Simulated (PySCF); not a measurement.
BH2O2, SMILES O[B]O, multiplicity 2. Atoms are numbered in the order given.

```xyz
5

O      0.0000     1.2210     0.0411
B      0.0000     0.0000    -0.5365
O      0.0000    -1.2210     0.0411
H      0.0000     1.2322     1.0121
H      0.0000    -1.2322     1.0121
```
Charge 0, spin multiplicity 2.

Geometry: r2SCAN-D4/def2-TZVP. The isomer is the one that the SMILES or the coordinates give; other isomers of the formula were not compared. The values are those of a single conformer.

Computed with CAM-B3LYP/def2-TZVPD (PySCF).

| Quantity | Result |
|---|---|
| total energy | -176.53827 hartree |
| point group | C2v |
| α spin, highest occupied and lowest empty level | -7.37 and 0.15 eV |
| β spin, highest occupied and lowest empty level | -11.42 and -1.00 eV |
| dipole moment | 3.13 D |
| quadrupole, principal values (traceless, Buckingham form, about the centre of nuclear charge) | -4.20, -0.12, 4.32 D·Å |
| mean static polarisability | 29.0 bohr³ (4.29 Å³) |
| polarisability, principal values | 23.8, 30.2, 32.9 bohr³ |
| ⟨S²⟩ | 0.752 (pure state 0.75) |
